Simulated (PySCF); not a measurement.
Frontier levels across methods

Species: C₂H₆B₂ClN.
SMILES with atom numbers: `[CH2:1]=[C:2]([Cl:3])[BH:4][BH:5][NH2:6]` (hydrogens: H7, H8 on C1; H9 on B4; H10 on B5; H11, H12 on N6)

Cartesian coordinates in Å at the PBE0-D3(BJ)/def2-SVP level; atoms count from 1:
```
atom  x, y, z in Å
C1     1.9793   -0.0625   -1.2770
C2     0.6860   -0.0211   -0.9838
Cl3   -0.3261    1.3774   -1.4536
B4    -0.4788   -0.7597   -0.2726
B5    -0.7810   -0.4904    1.3698
N6    -1.3264    0.6864    1.8699
H7     2.4837    0.7378   -1.8228
H8     2.5650   -0.9312   -0.9652
H9    -1.1611   -1.4845   -0.9654
H10   -0.4994   -1.3633    2.1708
H11   -1.5713    1.4704    1.2775
H12   -1.4991    0.8484    2.8536
```

Basis pcSseg-1 throughout (PySCF), one geometry. One conformer (not necessarily the lowest) at the PBE0-D3(BJ)/def2-SVP geometry, without solvent, vibrations or thermal averaging.

How do the orbital energies, the gap and the dipole change with the method?

```json
{"method": "BLYP", "kind": "GGA", "HOMO (eV)": "-5.90", "LUMO (eV)": "-2.11", "gap (eV)": "3.79", "μ (D)": "1.53", "SCF cycles": "14"}
{"method": "OPBE", "kind": "GGA", "HOMO (eV)": "-6.02", "LUMO (eV)": "-2.17", "gap (eV)": "3.85", "μ (D)": "1.56", "SCF cycles": "15"}
{"method": "B97-D", "kind": "GGA", "HOMO (eV)": "-6.03", "LUMO (eV)": "-2.11", "gap (eV)": "3.92", "μ (D)": "1.48", "SCF cycles": "14"}
{"method": "PBE", "kind": "GGA", "HOMO (eV)": "-6.05", "LUMO (eV)": "-2.31", "gap (eV)": "3.74", "μ (D)": "1.57", "SCF cycles": "14"}
{"method": "KT2", "kind": "GGA", "HOMO (eV)": "-6.08", "LUMO (eV)": "-2.38", "gap (eV)": "3.70", "μ (D)": "1.50", "SCF cycles": "14"}
{"method": "KT3", "kind": "GGA", "HOMO (eV)": "-6.09", "LUMO (eV)": "-2.26", "gap (eV)": "3.84", "μ (D)": "1.48", "SCF cycles": "15"}
{"method": "BP86", "kind": "GGA", "HOMO (eV)": "-6.16", "LUMO (eV)": "-2.38", "gap (eV)": "3.78", "μ (D)": "1.54", "SCF cycles": "14"}
{"method": "LDA", "kind": "LDA", "HOMO (eV)": "-6.18", "LUMO (eV)": "-2.60", "gap (eV)": "3.58", "μ (D)": "1.61", "SCF cycles": "14"}
{"method": "B97-2", "kind": "global hybrid", "HOMO (eV)": "-7.00", "LUMO (eV)": "-1.33", "gap (eV)": "5.68", "μ (D)": "1.40", "SCF cycles": "14"}
{"method": "B3LYP", "kind": "global hybrid", "HOMO (eV)": "-7.03", "LUMO (eV)": "-1.52", "gap (eV)": "5.51", "μ (D)": "1.42", "SCF cycles": "14"}
{"method": "PBE0", "kind": "global hybrid", "HOMO (eV)": "-7.25", "LUMO (eV)": "-1.35", "gap (eV)": "5.90", "μ (D)": "1.42", "SCF cycles": "14"}
{"method": "mPW1PW91", "kind": "global hybrid", "HOMO (eV)": "-7.28", "LUMO (eV)": "-1.34", "gap (eV)": "5.94", "μ (D)": "1.40", "SCF cycles": "14"}
{"method": "BHandHLYP", "kind": "global hybrid", "HOMO (eV)": "-8.30", "LUMO (eV)": "-0.25", "gap (eV)": "8.05", "μ (D)": "1.30", "SCF cycles": "12"}
{"method": "CAM-B3LYP", "kind": "range-separated hybrid", "HOMO (eV)": "-8.57", "LUMO (eV)": "-0.19", "gap (eV)": "8.39", "μ (D)": "1.37", "SCF cycles": "13"}
{"method": "wB97X-D", "kind": "range-separated hybrid", "HOMO (eV)": "-9.11", "LUMO (eV)": "0.54", "gap (eV)": "9.65", "μ (D)": "1.36", "SCF cycles": "13"}
{"method": "HF", "kind": "Hartree–Fock", "HOMO (eV)": "-9.85", "LUMO (eV)": "2.35", "gap (eV)": "12.21", "μ (D)": "1.24", "SCF cycles": "11"}
{"method": "LC-wPBE", "kind": "range-separated hybrid", "HOMO (eV)": "-9.96", "LUMO (eV)": "0.98", "gap (eV)": "10.95", "μ (D)": "1.35", "SCF cycles": "14"}
```

The HOMO spans 4.06 eV, from BLYP down to LC-wPBE, and the gap runs from 3.58 eV (LDA) to 12.21 eV (HF). Over the methods BLYP (0 %), OPBE (0 %), B97-D (0 %), PBE (0 %), KT2 (0 %), KT3 (0 %), BP86 (0 %), LDA (0 %), B97-2 (21 %), B3LYP (20 %), PBE0 (25 %), mPW1PW91 (25 %), BHandHLYP (50 %), HF (100 %), a straight line through the gap against the share of exact exchange rises by 0.85 eV for each 10 % (correlation coefficient 0.999). The dipole ranges from 1.24 D (HF) to 1.61 D (LDA). This basis has no diffuse functions.
